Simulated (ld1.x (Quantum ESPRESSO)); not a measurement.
# bismuth: one change to a TM potential, before and after

* Element: Bi (Z = 83)
* Generator: ld1.x (Quantum ESPRESSO) 7.5
* Type: norm-conserving Troullier–Martins (Kleinman–Bylander form)
* Functional: LDA (PZ)
* Relativity: scalar-relativistic
* Frozen core: [Xe] 4f14
* Valence charge: 15
* Reference configuration: 5d10 6s2 6p3
* Partial waves: 6s (bound): rc 1.80 bohr; 6p (bound): rc 2.50 bohr; 5d (bound): rc 1.85 bohr; 5f channel at 0.1 Ry: rc 2.70 bohr
* Local potential: all-electron potential smoothed inside 1.45 bohr (lloc = -1)
* Core correction: a·sin(br)/r model core inside 1.05 bohr

Change: local potential the d channel.

Cutoffs: the cutoffs (Ry, on a coarse ladder) from which the occupation-weighted sum of valence levels, in a spherical-Bessel basis at the reference potential, stays within 10 and 1 mRy of its value at 400 Ry; they do not see the model core or the augmentation charge, which bear on the density cutoff. Errors are all-electron minus pseudo energies relative to the spin-unpolarised reference configuration.

Question: How do hardness, ghosts and transferability respond?

Answer: The potential gets neither clearly harder nor softer (55 Ry and 90 Ry → 55 Ry and 90 Ry); the bound ghosts move from p, s to f, p, s; of the 8 tests that both files solve, the error grows in 3 and shrinks in 1 by more than 15 % and 0.3 meV (median size 5.2 → 6.3 meV). In the separable form a ghost depends on how the local part lies against the semilocal potential of the channel, so the choice of the local part can create or remove one.

| quantity | base | changed |
| --- | --- | --- |
| cutoff, loose | 55 Ry | 55 Ry |
| cutoff, tight | 90 Ry | 90 Ry |
| bound ghosts | s, p | f, s, p |
| tests counted (converged, no solver errors) | 8 of 9 | 8 of 9 |
| error for 5d10 6s2 6p2, meV [ΔE 8.15 eV] | -4.1 | -5.5 |
| error for 5d10 6s2 6p1, meV [ΔE 23.72 eV] | -13 | -17 |
| error for 5d10 6s2 6p0, meV [ΔE 47.43 eV] | -28 | -30 |
| error for 5d10 6s2 6p2.5, meV [ΔE 3.21 eV] | -1.6 | -1.9 |
| error for 5d10 6s1 6p4, meV [ΔE 10.18 eV] | -6.2 | -8.4 |
| error for 5d10 6s2 6p3.3, meV [ΔE -1.15 eV] | +0.5 | +0.4 |
| error for 5d10 6s2 6p3 (spin-polarised), meV [ΔE -1.02 eV] | +7.7 | +7.1 |
| error for 5d10 6s2 6p2 (spin-polarised), meV [ΔE 7.60 eV] | +1.0 | +0.3 |
| s: phases at 2.97 bohr within 0.05 rad from the reference energy up to (Ry; the scan ends near 5) | 1.4 | 1.6 |
| p: phases at 2.97 bohr within 0.05 rad from the reference energy up to (Ry; the scan ends near 5) | 2.9 | 3.4 |
| d: phases at 2.97 bohr within 0.05 rad from the reference energy up to (Ry; the scan ends near 5) | 4.9 | to the end of the scan |
| f: phases at 2.97 bohr within 0.05 rad from the reference energy up to (Ry; the scan ends near 5) | 2.9 | 3.0 |

Base: Tests not counted: 5d9 6s2 6p4 (solver errors, printed error -1492 eV). Changed file: Tests not counted: 5d9 6s2 6p4 (solver errors, printed error -1599 eV). A true bound ghost makes a file unfit for plane-wave use even where its test errors are small: the radial tests pick states by their node count and pass the ghost by. Where a test does run into it, the solver fails or the error is huge.
